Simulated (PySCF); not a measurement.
PySCF input file for BF₂Br, SMILES FB(F)Br, ADC(2)/aug-cc-pVDZ. Geometry: PBE0-D3(BJ)/def2-SVP.

```python
import numpy as np
from pyscf import gto, scf, dft, adc

mol = gto.M(
    atom='''
    B     0.00000000    0.00000000   -0.94150722
    F     0.00000000   -1.12902809   -1.60499473
    F     0.00000000    1.12902809   -1.60499473
    Br    0.00000000    0.00000000    0.95992690
    ''',
    basis='aug-cc-pVDZ',
    charge=0,
    spin=0,
    max_memory=1600,
    verbose=4,
)
mf = scf.RHF(mol)
mf.conv_tol = 1e-10
mf.max_cycle = 100
mf.kernel()
res = {}
for kind, nroots in (('ee', 6), ('ip', 6), ('ea', 2)):
    a = adc.ADC(mf).density_fit('aug-cc-pvdz-ri')
    a.method, a.method_type = 'adc(2)', kind
    e, v, p, x = a.kernel(nroots=nroots)
    res[kind] = (e * 27.211386245988, p)
for kind, (e, p) in res.items():
    print(kind, 'energies / eV', np.round(e, 3), 'strengths', np.round(p, 4))
```

Log of the run:

```
PySCF version 2.14.0

[INPUT] verbose = 4
[INPUT] num. atoms = 4
[INPUT] num. electrons = 58
[INPUT] charge = 0
[INPUT] spin (= nelec alpha-beta = 2S) = 0
[INPUT] symmetry False subgroup None
[INPUT] Mole.unit = angstrom
[INPUT] Symbol           X                Y                Z      unit          X                Y                Z       unit  Magmom
[INPUT]  1 B      0.000000000000   0.000000000000  -0.941507220000 AA    0.000000000000   0.000000000000  -1.779190790101 Bohr   0.0
[INPUT]  2 F      0.000000000000  -1.129028090000  -1.604994730000 AA    0.000000000000  -2.133553877041  -3.033000471070 Bohr   0.0
[INPUT]  3 F      0.000000000000   1.129028090000  -1.604994730000 AA    0.000000000000   2.133553877041  -3.033000471070 Bohr   0.0
[INPUT]  4 Br     0.000000000000   0.000000000000   0.959926900000 AA    0.000000000000   0.000000000000   1.813998940603 Bohr   0.0

nuclear repulsion = 223.016134393729
number of shells = 33
number of NR pGTOs = 191
number of NR cGTOs = 105
basis = aug-cc-pVDZ
ecp = {}


[settings echo left out]
init E= -2795.55450832422
  HOMO = -0.406303386224625  LUMO = 0.0295267047181476  gap/eV = 11.85954
cycle= 1 E= -2796.04805669305  delta_E= -0.494  |g|= 0.606  |ddm|= 2.15
  HOMO = -0.462405247945192  LUMO = 0.0406041562106054  gap/eV = 13.68758
cycle= 2 E= -2796.11174900399  delta_E= -0.0637  |g|= 0.331  |ddm|= 0.723
  HOMO = -0.452424663246418  LUMO = 0.0455908394830127  gap/eV = 13.55169
cycle= 3 E= -2796.13128601728  delta_E= -0.0195  |g|= 0.0419  |ddm|= 0.224
  HOMO = -0.449110328784283  LUMO = 0.0465264815191873  gap/eV = 13.48696
cycle= 4 E= -2796.13178743077  delta_E= -0.000501  |g|= 0.0111  |ddm|= 0.0542
  HOMO = -0.448867018935718  LUMO = 0.0464372414320957  gap/eV = 13.47792
cycle= 5 E= -2796.13183081686  delta_E= -4.34e-05  |g|= 0.00231  |ddm|= 0.0133
  HOMO = -0.449318547923227  LUMO = 0.046417805696068  gap/eV = 13.48967
cycle= 6 E= -2796.13183361809  delta_E= -2.8e-06  |g|= 0.000685  |ddm|= 0.00333
  HOMO = -0.449220977445869  LUMO = 0.046418684822136  gap/eV = 13.48704
cycle= 7 E= -2796.13183392206  delta_E= -3.04e-07  |g|= 0.000165  |ddm|= 0.00125
  HOMO = -0.449240269757858  LUMO = 0.046417953501626  gap/eV = 13.48755
cycle= 8 E= -2796.13183394547  delta_E= -2.34e-08  |g|= 4.38e-05  |ddm|= 0.000468
  HOMO = -0.449234679878076  LUMO = 0.0464182914473978  gap/eV = 13.48740
cycle= 9 E= -2796.1318339471  delta_E= -1.63e-09  |g|= 1.22e-05  |ddm|= 0.000119
  HOMO = -0.449236102802998  LUMO = 0.0464181546487845  gap/eV = 13.48744
cycle= 10 E= -2796.13183394724  delta_E= -1.42e-10  |g|= 3.05e-06  |ddm|= 3.37e-05
  HOMO = -0.449236047651588  LUMO = 0.0464181492211564  gap/eV = 13.48744
cycle= 11 E= -2796.13183394725  delta_E= -7.28e-12  |g|= 4.4e-07  |ddm|= 8.55e-06
  HOMO = -0.449236058453129  LUMO = 0.0464181503200702  gap/eV = 13.48744
Extra cycle  E= -2796.13183394725  delta_E= -9.09e-13  |g|= 1.84e-07  |ddm|= 1.21e-06
converged SCF energy = -2796.13183394725

******** <class 'pyscf.adc.radc.RADC'> ********
******** ADC Orbital Information ********
Number of Frozen Occupied Orbitals: 0
Number of Frozen Virtual Orbitals: 0
Number of Active Occupied Orbitals: 29
Number of Active Virtual Orbitals: 76
*****************************************
******** <class 'pyscf.df.df.DF'> ********
auxbasis = aug-cc-pvdz-ri
Reference correlation energy (doubles): -0.64044583
MP2 correlation energy of reference state (a.u.) = -0.64044583

******** <class 'pyscf.adc.radc_ee.RADCEE'> ********
max_space = 12
max_cycle = 50
conv_tol = 1e-08

*************************************************************
        ADC calculation summary (singlet states only)
*************************************************************
adc(2) root 0  |  Energy (Eh) =   0.2779694670  |  Energy (eV) =   7.56393447  |  Osc. strength = 0.00000000  |  conv = True
adc(2) root 1  |  Energy (Eh) =   0.2932481635  |  Energy (eV) =   7.97968898  |  Osc. strength = 0.06568722  |  conv = True
adc(2) root 2  |  Energy (Eh) =   0.3018416713  |  Energy (eV) =   8.21353024  |  Osc. strength = 0.15754280  |  conv = True
adc(2) root 3  |  Energy (Eh) =   0.3040672925  |  Energy (eV) =   8.27409247  |  Osc. strength = 0.08733681  |  conv = True
adc(2) root 4  |  Energy (Eh) =   0.3365955256  |  Energy (eV) =   9.15923078  |  Osc. strength = 0.02684714  |  conv = True
adc(2) root 5  |  Energy (Eh) =   0.3499514252  |  Energy (eV) =   9.52266332  |  Osc. strength = 0.00000000  |  conv = True

******** <class 'pyscf.adc.radc.RADC'> ********
******** ADC Orbital Information ********
Number of Frozen Occupied Orbitals: 0
Number of Frozen Virtual Orbitals: 0
Number of Active Occupied Orbitals: 29
Number of Active Virtual Orbitals: 76
*****************************************
******** <class 'pyscf.df.df.DF'> ********
auxbasis = aug-cc-pvdz-ri
Reference correlation energy (doubles): -0.64044583
MP2 correlation energy of reference state (a.u.) = -0.64044583

******** <class 'pyscf.adc.radc_ip.RADCIP'> ********
max_space = 12
max_cycle = 50
conv_tol = 1e-08

*************************************************************
        ADC calculation summary (doublet states only)
*************************************************************
adc(2) root 0  |  Energy (Eh) =   0.4201157827  |  Energy (eV) =  11.43193274  |  Spec. factor = 1.84961366  |  conv = True
adc(2) root 1  |  Energy (Eh) =   0.4333358902  |  Energy (eV) =  11.79167018  |  Spec. factor = 1.85412830  |  conv = True
adc(2) root 2  |  Energy (Eh) =   0.5013860977  |  Energy (eV) =  13.64341065  |  Spec. factor = 1.81074059  |  conv = True
adc(2) root 3  |  Energy (Eh) =   0.5403475270  |  Energy (eV) =  14.70360514  |  Spec. factor = 1.74439225  |  conv = True
adc(2) root 4  |  Energy (Eh) =   0.5586128286  |  Energy (eV) =  15.20062931  |  Spec. factor = 1.74759463  |  conv = True
adc(2) root 5  |  Energy (Eh) =   0.6223334927  |  Energy (eV) =  16.93455690  |  Spec. factor = 1.75619093  |  conv = True

******** <class 'pyscf.adc.radc.RADC'> ********
******** ADC Orbital Information ********
Number of Frozen Occupied Orbitals: 0
Number of Frozen Virtual Orbitals: 0
Number of Active Occupied Orbitals: 29
Number of Active Virtual Orbitals: 76
*****************************************
******** <class 'pyscf.df.df.DF'> ********
auxbasis = aug-cc-pvdz-ri
Reference correlation energy (doubles): -0.64044583
MP2 correlation energy of reference state (a.u.) = -0.64044583

******** <class 'pyscf.adc.radc_ea.RADCEA'> ********
max_space = 12
max_cycle = 50
conv_tol = 1e-08

*************************************************************
        ADC calculation summary (doublet states only)
*************************************************************
adc(2) root 0  |  Energy (Eh) =   0.0316676346  |  Energy (eV) =   0.86172023  |  Spec. factor = 1.96732632  |  conv = True
adc(2) root 1  |  Energy (Eh) =   0.0484511879  |  Energy (eV) =   1.31842398  |  Spec. factor = 1.97407664  |  conv = True
ee energies / eV [7.564 7.98  8.214 8.274 9.159 9.523] strengths [0.     0.0657 0.1575 0.0873 0.0268 0.    ]
ip energies / eV [11.432 11.792 13.643 14.704 15.201 16.935] strengths [1.8496 1.8541 1.8107 1.7444 1.7476 1.7562]
ea energies / eV [0.862 1.318] strengths [1.9673 1.9741]
```

Self-consistency was reached.
